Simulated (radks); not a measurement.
Task: The mean radii <r> (bohr) of the occupied orbitals of an atom or ion are listed with their occupations. Method: scalar-relativistic Kohn-Sham, LDA (Slater exchange, Perdew-Wang correlation), spin-polarised, spherical densities, finite nucleus; Fermi nuclear charge, rms radius of each element as measured or else 0.836 A^(1/3) + 0.57 fm; computed with a radial shooting solver on a logarithmic mesh with Libxc functionals.

orbital  occ.      <r>
1s up       1  0.02039
1s down     1  0.02039
2s up       1  0.08653
2s down     1  0.08653
2p up       3  0.07674
2p down     3  0.07674
3s up       1   0.2256
3s down     1   0.2256
3p up       3   0.2247
3p down     3   0.2246
3d up       5   0.2039
3d down     5   0.2038
4s up       1   0.5084
4s down     1   0.5085
4p up       3   0.5393
4p down     3   0.5394
4d up       5   0.5838
4d down     5   0.5842
5s up       1    1.250
5s down     1    1.255
5p up       3    1.494
5p down     3    1.504
4f up       7   0.8226
6s up       1    3.950
6s down     1    3.976
4f down     5   0.8456

Name the element and its charge. Open shells, if any, are filled with parallel spins first.

Result: Z = 68, erbium, charge 0: Er in [Xe] 4f12 6s2. The 1s radius gives Z: for a bare nucleus <r> = (2 gamma + 1)/(2Z) with gamma = sqrt(1 - (Z/c)^2), 0.02012 bohr for Z = 68, and screening makes it slightly larger (0.02039 here). The occupations add up to 68, and the charge is Z minus that.
